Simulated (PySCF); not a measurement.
**Ions at one geometry of [Bi(NH2)2]+**

PySCF 2.14.0, RKS PBE0, Bi def2-SVP with ECP60, N def2-SVP, H def2-SVP; non-relativistic Hamiltonian with scalar-relativistic core potentials where named; density fitting; no spin-orbit coupling; singlets restricted, open shells unrestricted. The geometry is relaxed for charge +1, singlet, vacuum:

```xyz
7

Bi    0.0000    0.0000   -0.1644
N     1.4988   -0.2446    1.2229
H     2.4695   -0.3758    0.9453
H     1.3794   -0.2109    2.2339
N    -1.4988    0.2446    1.2229
H    -2.4695    0.3758    0.9453
H    -1.3794    0.2109    2.2339
```

Energies count from the relaxed state; an electron taken off or put on is at rest in vacuum. Charges and spins are Mulliken's.

| state | energy (eV) | spin squared | charge on Bi1 (e) | spin on Bi1 (e) | dipole about the centre of mass (D) |
| --- | --- | --- | --- | --- | --- |
| charge +1, singlet, vacuum | 0.00 | 0.00 | 1.15 | 0.00 | 1.46 |
| charge +2, doublet, vacuum | 14.44 | 0.89 | 1.43 | -0.39 | 5.39 |

Problem. What does the state charge 0, doublet, vacuum give?

Solution. energy (eV) -5.80, spin squared 0.75, charge on Bi1 (e) 0.55, spin on Bi1 (e) 0.79, dipole about the centre of mass (D) 0.30.

With an electron taken off (doublet) the charges change, summed by element, by Bi +0.29 e, N +0.44 e, H +0.27 e. The vertical ionisation energy is 14.44 eV, against −ε(HOMO) = 12.48 eV of the relaxed state. The level lies 2.0 eV too high, as is usual for semilocal functionals and global hybrids, which keep a self-interaction error.

With an electron put on (doublet) the charges change, summed by element, by Bi -0.60 e, N -0.14 e, H -0.26 e. The vertical electron affinity is 5.80 eV, against −ε(LUMO) = 7.93 eV of the relaxed state.

Open shells may have lower solutions than those found.
